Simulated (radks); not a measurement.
Ionisation of neutral oxygen, [He] 2s2 2p4, to [He] 2s2 2p3 as the strength of local exchange is varied. Calculated with a radial shooting solver on a logarithmic mesh with Libxc functionals: scalar-relativistic Kohn-Sham, Slater X-alpha exchange (alpha = 2/3 is LDA exchange), no correlation, spin-polarised, spherical densities, finite nucleus; open shells are filled with parallel spins first; Fermi nuclear charge, rms radius 2.6991 fm.

alpha  E(O) (hartree)  exchange (hartree)  IE (eV)  -e of the level emptied (eV)  <r> of it (bohr)
0.635       -73.70217            -6.90803   11.539                    5.406 (2p)             1.391
0.667       -74.05104            -7.28673   11.862                    5.702 (2p)             1.379
0.673       -74.11662            -7.35806   11.923                    5.758 (2p)             1.376
0.729       -74.73115            -8.02864   12.504                    6.296 (2p)             1.355
0.741       -74.86342            -8.17347   12.631                    6.414 (2p)             1.350
0.798       -75.49449            -8.86694   13.244                    6.989 (2p)             1.330
0.927       -76.93974           -10.46975   14.696                    8.374 (2p)             1.286
0.952       -77.22255           -10.78571   14.988                    8.655 (2p)             1.277

NIST Atomic Spectra Database: 13.618 eV (measured). The Delta-SCF value meets it near alpha = 0.83. Open shells are spherical and high-spin; term and fine-structure splittings are not resolved.
